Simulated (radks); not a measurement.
The numbers below are computed, except where a source is named.
Xe3+, configuration [Kr] 4d10 5s2 5p3. Level of theory: non-relativistic Kohn-Sham, LDA (Slater exchange, Perdew-Wang correlation), spin-polarised, spherical densities, point nucleus; open shells are filled with parallel spins first (spin-orbit coupling, left out, can overturn this in heavy ions); relativity is left out, which matters for an element this heavy (a radial shooting solver on a logarithmic mesh with Libxc functionals).

Normalised radial functions P(r) = r R(r), r in bohr:

r	4p up	4p down
0.003292	0.0079	0.0079
0.005031	0.0175	0.0176
0.007688	0.0381	0.0381
0.01165	0.0786	0.0786
0.01781	0.1548	0.1549
0.02721	0.2774	0.2776
0.04125	0.4232	0.4235
0.06303	0.4937	0.4941
0.09631	0.2821	0.2823
0.1472	-0.2950	-0.2952
0.2231	-0.7412	-0.7416
0.3409	-0.2330	-0.2330
0.5209	0.9509	0.9517
0.7897	1.2668	1.2679
1.207	0.6003	0.5988
1.844	0.1062	0.1038
2.818	0.0052	0.0050
4.271	0.0000	0.0000
6.526	0.0000	0.0000

4p up: eigenvalue -171.21 eV, 2 radial nodes at r = 0.121, 0.372 bohr, <r> = 0.778 bohr, 90 % of the charge inside 1.14 bohr. 4p down: eigenvalue -170.86 eV, 2 radial nodes at r = 0.121, 0.372 bohr, <r> = 0.777 bohr, 90 % of the charge inside 1.13 bohr.
